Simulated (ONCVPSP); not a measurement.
# Before and after: ONCV potential for H

ONCVPSP 4.0.1 input, shortened (lines: element, Z, core and valence counts, functional; n l f; lmax; l rc ep ncon nbas qcut; lloc lpopt rc5 dvloc0; l nproj debl; icmod fcfact rcfact), PBE, scalar-relativistic:

```
  H 1.00    0    1        4      upf
    1    0    1.00
    1
    0    1.25    0.00    4    8    6.80
    1    1.10    0.41    4    8    5.90
    1    5    1.10    0.00
    0    2    1.00
    1    0    2.30
    0    0.00    0.00
```

All-electron outer shells of the reference configuration (PBE, scalar-relativistic, ld1.x):

```
shell  level (eV)  outermost node (bohr)  outermost maximum (bohr)
   1s       -6.49                      –                      1.03
```

Change: all radii scaled by about 0.94 (s 1.18, p 1.04 bohr).

Cutoffs: the cutoffs (Ha) at which the residual kinetic energy of the hardest occupied pseudo-wave falls to 1 and 0.1 mHa per electron; they do not see the model core or the augmentation charge, which bear on the density cutoff. Errors are all-electron minus pseudo energies relative to the spin-unpolarised reference configuration.

Task: Predict the effect on cutoff, ghosts and configuration errors.

Result: The potential gets neither clearly harder nor softer (14 Ha and 20 Ha → 15 Ha and 21 Ha); neither file shows a bound ghost.

```tsv
quantity	base	changed
cutoff, loose	14 Ha	15 Ha
cutoff, tight	20 Ha	21 Ha
bound ghosts	none	none
GHOST(+) flags under 300 eV	none	none
error for 1s0.5, meV [ΔE 4.76 eV]	+2.2	+1.9
```
